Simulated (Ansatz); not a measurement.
A search over several starts for the lowest SCF solution of cyclo-(H2SiO)2 (Si2O2H4) at the given spin, in a small basis.

```yaml
crystal:
  periodic: [false, false, false]
  atoms:
    - {symbol: Si, position_ang: [-0.066504, -0.718337, -0.964925]}
    - {symbol: H, position_ang: [0.133972, -0.265086, -2.365969]}
    - {symbol: H, position_ang: [-0.359801, -2.174215, -0.910619]}
    - {symbol: O, position_ang: [-1.169177, 0.232115, -0.092220]}
    - {symbol: Si, position_ang: [0.066503, 0.718345, 0.964916]}
    - {symbol: H, position_ang: [-0.133976, 0.265042, 2.365944]}
    - {symbol: H, position_ang: [0.359802, 2.174225, 0.910666]}
    - {symbol: O, position_ang: [1.169181, -0.232089, 0.092198]}
basis:
  gaussian: {orbitals: def2-SVP, initial_orbitals: start.molden}
hamiltonian: {xc: pbe0, dispersion: d4}
output: {orbitals: {seedname: orbitals}}
```

The file start.molden holds the orbitals of an earlier run on this structure, at another level or in another basis.

```sh
$ ansatz run in.yaml --threads 4 --pin off --events-out ev --progress --plain --max-ram 3916MiB
```

Output, abridged:

```
Functional definition: PBE0
788 factors; integrals over basis functions are off by at most 1.1e-3 eV
mean field evaluation 1: about -19898.3031 eV, gradient 2.8e-1 eV
mean field evaluation 2: about -19898.3389 eV, gradient 2.2e-4 eV
mean field evaluation 4: about -19898.3389 eV, gradient 1.3e-5 eV
mean field evaluation 8: about -19898.3028 eV, gradient 3.6e-1 eV
mean field evaluation 16: about -19898.3389 eV, gradient 4.3e-4 eV
mean field -19898.33894946 eV, -731.2504688140 hartree, gradient 1.3e-5 eV, S^2 0.000000; 1 other end points of the search recorded, 0 dependent functions left out
reference -19898.33897485 eV, -731.2504697471 hartree; 24, 24 occupied and 60, 60 virtual orbitals, 788 factors
Total energy: -19898.48702384 eV, -731.2559104471 hartree
```

It took 1.8 s on 4 threads of Arm Neoverse V2 on a shared host.
